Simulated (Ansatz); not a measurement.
The first iterations of a band of ClH3OSn + H2 (8 atoms, charge 0, multiplicity 1).

All numbers below come from RHF/def2-SVP (Ansatz).

```yaml
movable_images: 7
climbing_image: yes
spring: 5.0 eV/Å²
optimiser: quadratic models (default)
start_path: through a guess of the saddle point
force_threshold: 0.05 eV/Å
iteration_limit: 60
end_points: relaxed
```

Image 0:

```xyz
8
Properties=species:S:1:pos:R:3
Sn -0.197 -0.492 -0.174
Cl -0.528 -0.478 2.161
H 1.453 -0.308 -0.492
O -1.085 1.102 -0.870
H -1.903 1.380 -0.485
H -0.951 -1.895 -0.761
H 1.323 2.950 1.178
H 1.310 2.557 1.812
```

Image 8:

```xyz
8
Properties=species:S:1:pos:R:3
Sn 0.667 0.022 -0.532
Cl -0.964 1.505 3.264
H 0.889 0.378 -2.186
O -0.785 1.215 0.128
H -1.557 1.331 -0.405
H 0.150 -1.585 -0.298
H 2.005 0.441 0.424
H -0.983 1.508 1.974
```

| iteration | highest image above the first end (eV) | largest band force component (eV/Å) |
| --- | --- | --- |
| 1 | 4.798 | 4.791 |
| 2 | 3.673 | 4.959 |
| 3 | 3.018 | 1.753 |
| 4 | 2.536 | 6.124 |
| 5 | 2.506 | 1.971 |
| 6 | 2.712 | 1.640 |
| 7 | 2.524 | 2.030 |
| 8 | 2.330 | 1.005 |

Problem. Does the band converge within its limit, and where does its top end?

Solution. The forces met the threshold. It ended after 26 iterations with the highest image 2.386 eV above the first end. Neighbouring images differ by up to 2.0 eV, so the band resolves the path poorly. A vibrational analysis at the climbing image gives one clearly imaginary mode, 1120i cm⁻¹: a first-order saddle point. The orbitals stay closed-shell, which can raise the energy where a bond breaks towards radicals; this wasn't checked here.

Run time: 5.2 min on 1 thread of Arm Neoverse V2 (shared host), peak memory 0.17 GiB.
